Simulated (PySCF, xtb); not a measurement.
C₂H₅FSi₂, SMILES C#C[Si@@H](F)[SiH3].

Harmonic wavenumbers (cm⁻¹) from GFN2-xTB run with xtb at its own minimum, in rising order: 22, 83, 138, 154, 253, 287, 435, 454, 470, 616, 657, 680, 687, 697, 781, 798, 801, 811, 2205, 2232, 2238, 2239, 2254, 3353.

**Question.** What does ωB97X-D3(BJ)/def2-SVP (PySCF) give at its own minimum? (Estimate from the structure and the level; the computed values follow.)

**Answer.** 89, 100, 157, 165, 294, 359, 435, 521, 549, 652, 768, 791, 794, 832, 889, 915, 948, 952, 2194, 2248, 2257, 2263, 2281, 3469. Paired by order, the mean absolute difference is 67 cm⁻¹ and the zero-point energies are 33.4 and 35.6 kcal/mol.
